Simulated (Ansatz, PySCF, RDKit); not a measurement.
Constitutional and geometric isomers with formula H3NOSi. Gas-phase values, no solvent. One relaxed conformer stands for each flexible species; it need not be the lowest. Strings in code marks are SMILES.

Quantity: electronic energy of isomers of H3NOSi relative to `N[SiH]=O`, in eV. Force-field values (RDKit) are differences of steric energies, which aren't made for comparing isomers with other bonds.

Level 1: frozen-core MP2/cc-pVQZ // PBE-D3(BJ)/def2-TZVP (Ansatz, a first-principles code)
Level 2: B3LYP/6-311+G** // PBE-D3(BJ)/def2-TZVP (PySCF)
Level 3: PBE/6-31G* // PBE-D3(BJ)/def2-TZVP (PySCF)
Level 4: UFF, relaxed from the DFT geometry (RDKit)

| species | level 1 | level 2 | level 3 | level 4 |
|---|---|---|---|---|
| `[H]/N=[SiH]\O` (N–Si–O–H torsion 0°) | 0.64 | 0.65 | 0.70 | -0.002 |
